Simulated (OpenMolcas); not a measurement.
# What dynamic correlation does to the levels of In+

```json
{
 "Program": "OpenMolcas",
 "Basis": "ANO-R3 [8s7p5d3f2g1h]",
 "Scalar Hamiltonian": "X2C, finite nucleus",
 "Active space": "2 electrons in 4 orbitals (5s 5p)",
 "State averaging": "2S+1 = 3 even, 3 roots; 2S+1 = 1 even, 7 roots; 2S+1 = 3 odd, 3 roots; 2S+1 = 1 odd, 3 roots",
 "Spin-orbit coupling": "RASSI with atomic mean-field integrals over the reference wave functions, term energies averaged over their components"
}
```

Methods on the same reference wave functions:
A. CASSCF
B. SS-CASPT2, IPEA 0.25 Eh, imaginary shift 0.1 Eh (closed shells correlated: 4d)
C. MS-CASPT2, IPEA 0.25 Eh, imaginary shift 0.1 Eh (closed shells correlated: 4d)

Energies in cm⁻¹ above 5s² ¹S₀, the measured ground level; measured values from NIST Handbook of Basic Atomic Spectroscopic Data.

| Level | A | B | C | Measured |
| --- | --- | --- | --- | --- |
| 5s² ¹S₀ | 0.0 | 0.0 | 0.0 | 0.0 |
| 5s 5p ³P°₀ | 36870 | 41690 | 42400 | 42276 |
| 5s 5p ³P°₁ | 37848 | 42660 | 43360 | 43351 |
| 5s 5p ³P°₂ | 39930 | 44750 | 45460 | 45830 |
| 5s 5p ¹P°₁ | 65715 | 62660 | 63360 | 63038 |
| 5p² ³P₀ | 96178 | 101620 | 102320 | 101608 |
| 5p² ³P₁ | 97398 | 102980 | 103680 | 103249 |
| 5p² ³P₂ [69 %] | 99078 | 104000 | 104710 | 105565 |
| 5p² ¹D₂ [69 %] | 106570 | 106930 | 107630 | 97628 |
| 5p² ¹S₀ | 123593 | 119770 | 121170 | 121289 |

Deviations, from unrounded energies. A percentage is the sum of absolute deviations over the sum of measured energies, with the sign that they share, or ± where signs differ.

```
           Against measurement  Levels     A     B     C
mean absolute deviation (cm-1)       9  5400  1700  1400
      other configurations (%)       9  ±6.7  ±2.1  ±1.8
```

C lies closest to measurement on these levels and A furthest from it. The largest miss of C in the table is 5p² ¹D₂ [69 %], by +10000 cm-1. The ranking rests on the paired levels alone, and a cruder setting can come out closer through cancelling errors.

Between B and C the level of the table that moves most is 5p² ¹S₀, by 1400 cm-1 (lowest in B, highest in C). Moves below CASPT2's spread within the term are not significant.

The lowest spin-free term lies below A's lowest term by 0.470 hartree in B, 0.473 hartree in C.

Term energies are means over components that CASPT2 splits; among the terms shown or strongly mixed into the levels shown the widest spread is 15 cm-1 (5p² ¹D, C). The ¹D term of p² mixes with s d, which this space lacks. Without dynamic correlation excited terms often stand tens of per cent too high (terms of higher spin than the ground term too low), and those without a measured partner can miss by more than the paired ones (holds for A). Some levels mix across a computed gap that differs much from the measured one, so their mixing is not that of the real levels (holds for B; C). Computed and measured levels are paired by configuration, term and J; levels that our copy of the source lacks, or whose pairing is in doubt (as where it misses far off the trend of its configuration), stay unpaired and out of the deviations. Only configurations of the active space appear.

A share in square brackets marks a mixed level and gives the weight of the term that names it, the lowest over the columns. ° marks odd parity.
